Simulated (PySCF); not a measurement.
Compound: H6N3Si2 (doublet state).
Geometry (GFN2-xTB, Å), atoms numbered from 1 in this order:
```xyz
11
H6N3Si2 angstrom
N      2.1153    0.1748    0.1235
Si     0.4952    0.2905    0.6752
N     -0.4824   -1.1258    0.7095
Si    -1.7889   -0.5830   -0.2620
N     -0.6411    0.7275   -0.6281
H      2.3553   -0.5737   -0.5063
H      2.8536    0.3177    0.7898
H      0.4181    1.3213    1.6917
H     -2.0994   -1.4184   -1.4139
H     -2.9391    0.0556    0.3588
H     -0.2812    0.8162   -1.5644
```

The hyperfine couplings belong to this conformer and change with its torsions.

As a line formula: `N[Si@@H]1[N][SiH2]N1` [radical].

Theory: UKS B3LYP, pcH-1 on H N Si, non-relativistic, mean-field spin-orbit, GIAO in PySCF. The structure is a single GFN2-xTB conformer in the gas phase; no vibrational or solvent corrections. Couplings are sensitive to structure, and on GFN2-xTB geometries they can be far from those on DFT ones. The SCF solution wasn't tested for stability.

(1) Break the g tensor into its mass correction, gauge correction and orbital-Zeeman/spin–orbit terms.

(2) What are the electron Larmor frequencies g μB B/h along the three axes at 3350 mT?

(3) What effective moment and Curie constant follow for a powder?

(4) At 9.408 GHz, how far is the centre of the isotropic spectrum from where a free electron (g = 2.002319) resonates?

(5) In a frozen sample, at which fields do the three g values resonate at 9.5, 34, 94 and 263 GHz (hyperfine left aside), and which band first spreads them over more than twice a line width of 0.5 mT?

Results:

(1) 
```csv
Δg (ppm),1,2,3
relativistic mass correction,-226,-226,-226
gauge correction,8,14,69
orbital Zeeman/spin–orbit,605,1768,3165
total,386,1556,3009
```

So g = 2.00271, 2.00387, 2.00533 and g_iso = 2.00397; the tensor is rhombic: the two nearest values differ by 45 % of g3 − g1. 

(2) 93.9017, 93.9565, 94.0247 GHz for g1, g2 and g3, a range of 123.0 MHz.

(3) With the mean of g² = 4.0159 and S(S+1) = 0.75: μ_eff = √(⟨g²⟩S(S+1)) = 1.735 μB and χT = 0.12505·⟨g²⟩·S(S+1) = 0.377 cm³ K/mol (cgs; spin-Hamiltonian part alone).

(4) B = hν/(g μB) with μB/h = 13.99624 MHz/mT gives 335.70 mT for the free electron and 335.42 mT at g_iso, 0.28 mT lower.

(5) 
```tsv
band	GHz	B(g3) mT	B(g2) mT	B(g1) mT	spread mT
X	9.5	338.48	338.72	338.92	0.44
Q	34.0	1211.38	1212.26	1212.97	1.59
W	94.0	3349.12	3351.55	3353.51	4.39
J	263.0	9370.42	9377.21	9382.68	12.27
```

The spread grows in proportion to the frequency. Q band is the first where it exceeds 1.0 mT.

The Mulliken spin populations are largest on N3 (+0.73) and N5 (+0.33).

The HOMO–LUMO gaps are 6.85 eV among the α and 3.51 eV among the β orbitals.

The run took 43 s (with the writing of density and orbital grids) on Arm Neoverse V1, one thread, no GPU, shared host, and the process peaked at 0.70 GiB of memory.
